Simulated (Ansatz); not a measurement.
`FC[SiH](F)F` + `C=C=N` → `C=C=N[SiH](F)F` + `CF` at 700 K and 1 bar (ligand exchange at the Si–C bond).

Isolated molecules relaxed with PBE0-D4/def2-TZVP in Ansatz; ΔE leaves out vibrations. CBS: MP2 limit from def2 TZ/QZ plus the TZ coupled-cluster correction, frozen cores. This one scheme is used for every species. Each species was taken in one conformer, which may not be the lowest.

```json
{"species": "`FC[SiH](F)F`", "CCSD(T)/CBS energy (Eh)": "-628.43886", "H − E (kJ/mol)": "182.4", "S (J/(mol·K))": "425.9"}
{"species": "`C=C=N`", "CCSD(T)/CBS energy (Eh)": "-132.55079", "H − E (kJ/mol)": "156.4", "S (J/(mol·K))": "309.8"}
{"species": "`C=C=N[SiH](F)F`", "CCSD(T)/CBS energy (Eh)": "-621.39174", "H − E (kJ/mol)": "207.0", "S (J/(mol·K))": "466.9"}
{"species": "`CF`", "CCSD(T)/CBS energy (Eh)": "-139.63461", "H − E (kJ/mol)": "133.6", "S (J/(mol·K))": "263.9"}
```

H − E and S are ideal-gas, rigid-rotor, harmonic terms from PBE0-D4/def2-TZVP, for one conformer and one mirror image of each species. 1 Eh = 2625.50 kJ/mol, R = 8.31446 J/(mol·K).

Question: By hand: ΔE, ΔH, ΔS and ΔG.

Answer: ΔE = (-621.39174) + (-139.63461) − (-628.43886) − (-132.55079) = -0.03670 Eh = -96.4 kJ/mol. Δ(H − E) = 207.0 + 133.6 − 182.4 − 156.4 = 1.8, so ΔH = -94.6 kJ/mol. ΔS = 466.9 + 263.9 − 425.9 − 309.8 = -4.9 J/(mol·K). ΔG = -94.6 − 700 × (-4.9)/1000 = -91.2 kJ/mol.

Question: By hand: the equilibrium constant, and the temperature at which ΔG would vanish if ΔH and ΔS stayed fixed.

Answer: log₁₀ K = −ΔG/(RT ln 10) = 6.8. ΔG = 0 at ΔH/ΔS = 19306 K, far beyond where these terms or the molecules hold.

The number of gas molecules stays the same, so ΔS is small and ΔH decides. A doubt of 5 kJ/mol in ΔE shifts log₁₀ K by 0.4 here. Other conformers and mirror images would add mixing entropy, several J/(mol·K) or more a flexible species. Modes under 60 cm⁻¹, often nearly free rotors, make the harmonic entropy too high. These are equilibria of isolated gas molecules and say nothing of rates. Largest T1 diagnostic: 0.015 (customary marks: 0.02 for closed shells, 0.045 for open ones).
